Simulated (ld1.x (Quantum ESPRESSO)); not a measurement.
u(r) = r·R(r): atom against pseudo-atom (cobalt)

Columns: radius, all-electron u(r) and pseudo u(r) of the 4p shell (level -14.70 eV) of cobalt in the configuration [Ar] 3d7 4s0 4p0; LDA (PZ), scalar-relativistic, PAW scheme, ld1.x (Quantum ESPRESSO) 7.5.

```csv
r (bohr),all-electron,pseudo
0.135,0.1744,0.0069
0.270,0.0121,0.0271
0.405,-0.1952,0.0598
0.540,-0.2890,0.1031
0.675,-0.2743,0.1549
0.810,-0.1926,0.2128
0.945,-0.0789,0.2741
1.080,0.0445,0.3362
1.215,0.1647,0.3966
1.350,0.2748,0.4531
1.485,0.3712,0.5041
1.620,0.4527,0.5484
1.755,0.5190,0.5851
1.890,0.5708,0.6141
2.025,0.6092,0.6355
2.160,0.6353,0.6496
2.295,0.6505,0.6571
2.430,0.6563,0.6585
2.565,0.6540,0.6544
2.700,0.6450,0.6450
2.835,0.6304,0.6304
2.970,0.6113,0.6113
3.105,0.5888,0.5888
3.240,0.5637,0.5637
3.375,0.5368,0.5368
3.510,0.5087,0.5087
```

Problem. How many radial nodes do the two functions have?

Solution. The all-electron 4p function has n − l − 1 = 2; the pseudo-wave has 0, since the states of the same l below it are removed with the core.

Problem. At about which radius was the pseudo-wave matched?

Solution. 2.70 bohr. The columns agree to 0.0005 from 2.56 bohr on; several derivatives are matched, so the curves merge somewhat inside the radius.

Problem. Where does each function peak?

Solution. Outermost all-electron maximum near 2.43 bohr, pseudo maximum near 2.43 bohr (to the table’s step).

Problem. Is the pseudo-wave norm-conserving?

Solution. No, it belongs to a PAW set: the norm inside the radius is not constrained, and the difference is carried by the augmentation charge.
